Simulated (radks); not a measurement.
Results of a calculation; reference values are marked as such.
The mean radii <r> (bohr) of the occupied orbitals of an atom or ion are listed with their occupations. Code: a radial shooting solver on a logarithmic mesh with Libxc functionals. Model: scalar-relativistic Kohn-Sham, LDA (Slater exchange, VWN5 correlation), spin-polarised, spherical densities, finite nucleus; Fermi nuclear charge, rms radius of each element as measured or else 0.836 A^(1/3) + 0.57 fm.

orbital  occ.      <r>
1s up       1  0.02970
1s down     1  0.02970
2s up       1   0.1252
2s down     1   0.1253
2p up       3   0.1085
2p down     2   0.1086

Name the element and its charge. Open shells, if any, are filled with parallel spins first.

Answer. Z = 49, indium, charge +40: In40+ in [He] 2s2 2p5. The 1s radius gives Z: for a bare nucleus <r> = (2 gamma + 1)/(2Z) with gamma = sqrt(1 - (Z/c)^2), 0.02926 bohr for Z = 49, and screening makes it slightly larger (0.02970 here). The occupations add up to 9, and the charge is Z minus that.
